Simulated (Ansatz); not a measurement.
Molecule: C2H7ClOSi2, charge 0, multiplicity 1. SMILES: C=C(Cl)[SiH2]O[SiH3]
Coordinates optimised at B3LYP-D3(BJ)/def2-TZVP (Ansatz, a program for electronic structure):
```
Si
O 1 1.6300
Si 2 1.6428 1 147.16
H 1 1.4777 2 109.29 3 -163.06
H 1 1.4783 4 111.03 2 121.20
H 3 1.4787 2 107.58 1 -168.04
H 3 1.4789 6 109.63 2 119.69
H 3 1.4801 6 109.67 7 120.38
C 1 1.8697 4 107.75 5 119.02
C 9 1.3263 1 126.27 4 -4.16
H 10 1.0830 9 122.97 1 -179.02
H 10 1.0833 11 117.60 9 -179.98
Cl 9 1.7646 10 120.01 11 0.74
```
Charge 0, spin multiplicity 1.

Computed values are from Ansatz. Correlated levels leave the core frozen unless marked. Open shells are spin-unrestricted. Spin-orbit coupling is left out. Non-relativistic. CBS marks a two-point X^-3 extrapolation of the correlation energy; Hartree-Fock from the larger set.

| Item | Result |
|---|---|
| atomisation energy De | 4737.4 kJ/mol at CCSD(T)/CBS(cc-pV(T+d)Z,cc-pV(Q+d)Z) |
| total energy | -1193.4731 Eh at CCSD(T)/CBS(cc-pV(T+d)Z,cc-pV(Q+d)Z) |
| dipole moment | 1.27 D at CCSD(T)/aug-cc-pV(D+d)Z |
| T1 diagnostic | 0.011 at CCSD/cc-pV(Q+d)Z |
